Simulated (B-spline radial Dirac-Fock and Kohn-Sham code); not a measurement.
## Photoabsorption cross section of Re³⁺ by shell

System: the Re³⁺ ion, [Xe] 4f14 5d4.

Input of the calculation (task.json; shells as n, l, electrons):

```json
{"items": [{
  "Z": 75,
  "q": 3,
  "cfg": [[1, 0, 2], [2, 0, 2], [2, 1, 6], [3, 0, 2], [3, 1, 6], [3, 2, 10], [4, 0, 2], [4, 1, 6], [4, 2, 10], [4, 3, 14], [5, 0, 2], [5, 1, 6], [5, 2, 4]],
  "A": 187,
  "rrms": 5.3698,
  "do": ["binding", "quiet", "photo"],
  "hv": [41.6, 49.0, 63.4, 129.0, 136.0, 214.0, 251.0, 521.0, 1210.0, 2340.0, 4090.0, 4480.0, 4970.0, 7540.0, 12300.0, 15400.0, 29200.0, 42800.0, 70500.0, 74600.0, 101000.0, 105000.0]
}]}
```

Run with: `python xray_run.py task.json out`

Model: Dirac-Hartree-Slater photoionisation with all multipoles and Dirac-Fock thresholds. Program: an atomic code on a B-spline grid.

Computed thresholds (eV): K 71714.7, L1 12577.4, L2 12001.4, L3 10578.0, M1 2981.9, M2 2727.3, M3 2414.4, M4 1992.5, M5 1925.9, N1 673.6, N2 567.0, N3 493.9, N4 318.8, N5 305.3, N6 83.21, N7 80.82, O1 128.0, O2 93.08, O3 81.87, O4 38.62, O5 37.62.

```
photon energy (eV)  total (b)  K (%)  L (%)  M (%)  N (%)  O (%)
                49  6.642e+06      –      –      –      –  100.0
              63.4  2.713e+06      –      –      –      –  100.0
               129  4.352e+06      –      –      –   86.7   13.3
               136  4.772e+06      –      –      –   88.0   12.0
               214  6.364e+06      –      –      –   95.6    4.4
               251  6.181e+06      –      –      –   96.0    4.0
               521  3.386e+06      –      –      –   96.2    3.8
              1210     834300      –      –      –   94.8    5.2
              2340     859400      –      –   76.1   22.2    1.7
              4090     290600      –      –   80.8   17.6    1.6
              4480     232100      –      –   80.6   17.6    1.7
              4970     179300      –      –   80.5   17.7    1.8
              7540      62400      –      –   80.0   17.9    2.1
             12300      62430      –   72.1   22.1    5.1    0.7
             15400      40590      –   76.4   18.7    4.3    0.6
             29200       7443      –   77.1   18.0    4.3    0.7
             42800       2626      –   77.2   17.8    4.3    0.7
             70500      660.0      –   77.3   17.7    4.3    0.7
             74600       2839   80.1   15.3    3.5    0.9    0.1
            101000       1286   81.2   14.5    3.3    0.8    0.1
            105000       1160   81.3   14.5    3.3    0.8    0.1
```

Question: With what power of the photon energy does the total fall between 101000 and 105000 eV?

Answer: As E^-2.65. The non-relativistic Born limit for an s electron far above threshold is E^-3.5; near threshold and at relativistic energies the fall is slower.

Run: 13 s of CPU time on 1 thread of Neoverse-N1 (shared host), peak memory 0.47 GiB.
